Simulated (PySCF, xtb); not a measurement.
Ga(Me)2(NH3) (C₂H₉GaN), SMILES [CH3][Ga]([CH3])<-[NH3] (connectivity only; charge and spin as stated), neutral, multiplicity 2.

Harmonic wavenumbers (cm⁻¹) from GFN2-xTB (xtb) at its own minimum, in rising order: 47, 78, 91, 99, 103, 124, 185, 269, 284, 359, 398, 471, 511, 525, 548, 1179, 1194, 1233, 1463, 1466, 1474, 1477, 1521, 1526, 2931, 2937, 2951, 2953, 2957, 2960, 3390, 3425, 3433.

What does PBE-D3(BJ)/def2-SVP run with PySCF give at its own minimum? (The exact figures need the calculation; the answer reports its results.)

76, 95, 97, 118, 126, 141, 273, 466, 482, 484, 521, 602, 653, 674, 723, 1108, 1130, 1142, 1370, 1375, 1382, 1390, 1568, 1575, 2945, 2946, 3046, 3047, 3069, 3069, 3364, 3492, 3519. Paired by order, the mean absolute difference is 83 cm⁻¹ and the zero-point energies are 63.7 and 65.9 kcal/mol.
